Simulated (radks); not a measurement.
Values are calculated unless marked as measured or tabulated.
Isoelectronic series with 13 electrons, each ion in its NIST ground configuration. Code: a radial shooting solver on a logarithmic mesh with Libxc functionals. Model: non-relativistic Kohn-Sham, PBEsol, spin-polarised, spherical densities, point nucleus; open shells are filled with parallel spins first. Total energies (hartree) and orbital eigenvalues (Ry):

| ion | configuration | E (hartree) | 3p up | 3s down | 3s up | 2p down |
|---|---|---|---|---|---|---|
| Al | [Ne] 3s2 3p1 | -241.74564 | -0.21985 | -0.53112 | -0.58678 | -5.10527 |
| Si+ | [Ne] 3s2 3p1 | -288.39341 | -0.88854 | -1.34465 | -1.42598 | -7.70484 |
| P2+ | [Ne] 3s2 3p1 | -339.41461 | -1.82532 | -2.42554 | -2.52894 | -10.85961 |
| S3+ | [Ne] 3s2 3p1 | -394.79466 | -3.00945 | -3.75281 | -3.87659 | -14.54423 |
| Cl4+ | [Ne] 3s2 3p1 | -454.52575 | -4.43172 | -5.31747 | -5.46062 | -18.74764 |
| Ar5+ | [Ne] 3s2 3p1 | -518.60312 | -6.08710 | -7.11467 | -7.27653 | -23.46391 |
| K6+ | [Ne] 3s2 3p1 | -587.02365 | -7.97258 | -9.14152 | -9.32161 | -28.68946 |
| Ca7+ | [Ne] 3s2 3p1 | -659.78519 | -10.08617 | -11.39612 | -11.59411 | -34.42198 |
| Sc8+ | [Ne] 3s2 3p1 | -736.88619 | -12.42653 | -13.87721 | -14.09285 | -40.65989 |
| Ti9+ | [Ne] 3s2 3p1 | -818.32550 | -14.99270 | -16.58389 | -16.81697 | -47.40209 |
| V10+ | [Ne] 3s2 3p1 | -904.10226 | -17.78399 | -19.51549 | -19.76585 | -54.64775 |
